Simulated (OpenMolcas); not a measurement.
Consider Cr3+ and Cr3+ on neighbouring Al sites of Al2O3 (host space group R-3c, cell from Materials Project scaled by 0.96; 6-coordinate sites, 3 bridging O, bridge angle 84.6°, metal-metal distance 2.57 Å, mean bond 1.85 Å), as a cluster of both ions and their first shells in 59 model-potential ions and 1770 fitted point charges, unrelaxed.

```xyz
11

Cr     0.0000     0.0000    -1.2856
Cr     0.0000     0.0000     1.2856
O     -1.4122     0.0000     0.0000
O      0.7061    -1.2230     0.0000
O      0.7061     1.2230     0.0000
O     -0.7061    -1.4402    -2.0986
O      1.6003     0.1086    -2.0986
O     -0.8942     1.3316    -2.0986
O     -0.8942    -1.3316     2.0986
O      1.6003    -0.1086     2.0986
O     -0.7061     1.4402     2.0986
```

Question: Give the energies of the total-spin states at CASSCF(6,6) on the singly occupied d orbitals (ANO-RCC-VDZP, scalar-relativistic DKH2, RICD, no spin-orbit coupling, OpenMolcas), and the exchange constant.

Answer: Local spins 3/2 and 3/2.

| total S | E (cm⁻¹) | natural occupations, lowest and highest |
|---|---|---|
| 3 | 39.5 | 1.000, 1.000 |
| 2 | 29.6 | 0.968, 1.032 |
| 1 | 12.0 | 0.946, 1.054 |
| 0 | 0.0 | 0.935, 1.065 |

J = -3.3 cm⁻¹ (antiferromagnetic); the ladder departs from the Heisenberg pattern by 9.9 cm⁻¹ at most.

J is defined by H = −2J S1·S2, so negative values are antiferromagnetic. Wave-function values come from the highest and lowest total spin; broken-symmetry values use Yamaguchi's formula with the computed ⟨S²⟩. The active space holds the singly occupied metal orbitals alone, without bridging-ligand orbitals. No row is a measured value.
